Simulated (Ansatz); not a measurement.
The cluster B₁₁, relaxed as a doublet with UKS r2SCAN-D4/def2-SVP in Ansatz, starting from the GFN1-xTB geometry. Force threshold 0.03 eV/Å.

The charge 0 doublet is spin-contaminated (final ⟨S²⟩ up to 1.21, 0.75 for a pure state). Another isomer (doublet) lies 0.90 eV lower at PBE0-D4/def2-TZVP; other spin states weren't run for this one.

Start:

```xyz
11

B    -0.0912    0.7948    1.3825
B    -1.2211   -2.5960    0.5835
B     0.0949   -0.8467   -1.3458
B     1.0835    2.4019   -0.4654
B    -0.5910   -2.0579   -0.6932
B    -0.7881   -0.3973    2.0567
B     0.3488    0.5990   -0.3329
B     1.1615    1.6091   -1.7642
B     0.5540    2.1113    0.9574
B    -1.3107   -1.8140    1.8626
B     0.7595    0.1959   -2.2413
```

(1) Estimate the energy that the relaxation releases and the steps that it takes.

(2) Does the start keep its bonding?

(3) Predict the relaxed structure.

## Answers

(1) 163.6 kJ/mol, in 19 steps; 1.8 min on 4 threads of Arm Neoverse V1 on a shared host. No frequencies were taken in this run, so the end may be a saddle point.

(2) Bonds formed: B5–B6, B5–B10 (atoms count from 1).

(3) 
Cartesian coordinates in Å:
```
B -0.038 0.820 1.238
B -1.425 -3.171 0.601
B -0.001 -0.704 -0.891
B 1.208 2.578 -0.595
B -0.721 -1.869 0.014
B -0.714 -0.638 1.512
B 0.511 1.002 -0.469
B 1.222 1.671 -1.890
B 0.633 2.167 0.819
B -1.353 -2.053 1.663
B 0.678 0.199 -2.002
```
Bond lengths: 18 × B–B 1.54 to 1.94 Å.
